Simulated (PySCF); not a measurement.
YCl3, SMILES [Cl][Y]([Cl])[Cl].

The structure is a stationary point at B3LYP-D3(BJ)/def2-SVP. The isomer is the one that the SMILES or the coordinates give; other isomers of the formula were not compared. The def2 effective core potentials stand for the cores of Y; spin–orbit coupling is left out.

All values below come from TDA-PBE/def2-SVPD run with PySCF.

Vertical excitations; the highest root listed may be one member of a degenerate set. The molecule is in vacuum. State labels are in the subgroup C2v.

```json
[
 {"state": "S1", "symmetry": "B1", "energy (eV)": "4.05", "λ (nm)": "306", "f": "0.000", "main pairs": "HOMO→LUMO 100 %"},
 {"state": "S2", "symmetry": "B1", "energy (eV)": "4.29", "λ (nm)": "289", "f": "0.003", "main pairs": "HOMO−1→LUMO (degenerate set)"},
 {"state": "S3", "symmetry": "A1", "energy (eV)": "4.29", "λ (nm)": "289", "f": "0.003", "main pairs": "HOMO−2→LUMO (degenerate set)"},
 {"state": "S4", "symmetry": "B2", "energy (eV)": "4.38", "λ (nm)": "283", "f": "0.041", "main pairs": "HOMO−3→LUMO 100 %"},
 {"state": "S5", "symmetry": "A2", "energy (eV)": "4.51", "λ (nm)": "275", "f": "0.000", "main pairs": "HOMO−5→LUMO (degenerate set)"},
 {"state": "S6", "symmetry": "B2", "energy (eV)": "4.51", "λ (nm)": "275", "f": "0.000", "main pairs": "HOMO−4→LUMO (degenerate set)"},
 {"state": "S7", "symmetry": "B1", "energy (eV)": "5.01", "λ (nm)": "248", "f": "0.002", "main pairs": "HOMO−7→LUMO (degenerate set)"},
 {"state": "S8", "symmetry": "A1", "energy (eV)": "5.01", "λ (nm)": "248", "f": "0.002", "main pairs": "HOMO−6→LUMO (degenerate set)"},
 {"state": "S9", "symmetry": "B2", "energy (eV)": "5.13", "λ (nm)": "242", "f": "0.000", "main pairs": "HOMO→LUMO+2 (degenerate set)"},
 {"state": "S10", "symmetry": "A2", "energy (eV)": "5.13", "λ (nm)": "242", "f": "0.000", "main pairs": "HOMO→LUMO+1 (degenerate set)"},
 {"state": "T1", "symmetry": "B1", "energy (eV)": "4.05", "λ (nm)": "306", "f": "0", "main pairs": "HOMO→LUMO 100 %"},
 {"state": "T2", "symmetry": "B1", "energy (eV)": "4.26", "λ (nm)": "291", "f": "0", "main pairs": "HOMO−1→LUMO (degenerate set)"},
 {"state": "T3", "symmetry": "A1", "energy (eV)": "4.26", "λ (nm)": "291", "f": "0", "main pairs": "HOMO−2→LUMO (degenerate set)"},
 {"state": "T4", "symmetry": "B2", "energy (eV)": "4.28", "λ (nm)": "290", "f": "0", "main pairs": "HOMO−3→LUMO 100 %"}
]
```
Triplets are in the Tamm–Dancoff approximation.
